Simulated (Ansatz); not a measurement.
Species: C₂H₂F₂, charge 0, multiplicity 1. 
Geometry from a B3LYP-D3(BJ)/def2-TZVP (Ansatz, a program for electronic structure) optimisation:
```
C
C 1 1.3198
F 1 1.3452 2 120.22
F 2 1.3452 1 120.22 3 180.00
H 1 1.0806 2 125.33 4 0.00
H 2 1.0806 1 125.33 5 -180.00
```

Basis-set convergence of Hartree-Fock and CCSD correlation energies (hartree) with Ansatz. Correlated levels leave the core frozen unless marked. No spin-orbit coupling. Non-relativistic.

```tsv
basis	functions	E(HF)	E(corr, CCSD)
cc-pVDZ	-	-275.74005	-0.65369
cc-pVTZ	148	[?]	[?]
```

Fill in the missing entries.


- cc-pVTZ, E(HF): -275.83194
- cc-pVTZ, E(corr, CCSD): -0.82931
